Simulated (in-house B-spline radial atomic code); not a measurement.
A fraction x of an electron is removed from 2s in Ne IV (Ne3+), starting from [He] 2s2 2p3 and keeping the highest spin. Method: scalar-relativistic (X2C) OLYP, spin-polarised, spherical fractional occupations, Fermi nucleus of rms radius 3.0055 fm. Calculated with an all-electron radial atomic-structure program (B-spline basis).

| x | E(x) - E(0) (eV) | 2s down level (eV) |
| --- | --- | --- |
| 0 | 0.0000 | -98.014 |
| 0.06 | 5.9212 | -99.358 |
| 0.2 | 20.0503 | -102.483 |
| 0.31 | 31.4576 | -104.920 |
| 0.5 | ? | ? |
| 0.58 | 60.5829 | -110.793 |
| 0.67 | 70.6409 | -112.720 |
| 0.84 | ? | ? |
| 1 | 109.1889 | - |

(1) What belongs in the row x = 0.5?

(2) What belongs in the row x = 0.84?

(3) Check Janak's theorem between x = 0.06 and 0.2.

Answers

(1) An energy change of 51.7882 eV; 2s down at -109.071 eV.

(2) An energy change of 90.1234 eV; 2s down at -116.613 eV.

(3) The slope of the energy is 100.92 eV; the orbital levels give 100.92 eV (-ε of the emptying orbital, averaged over the two points).
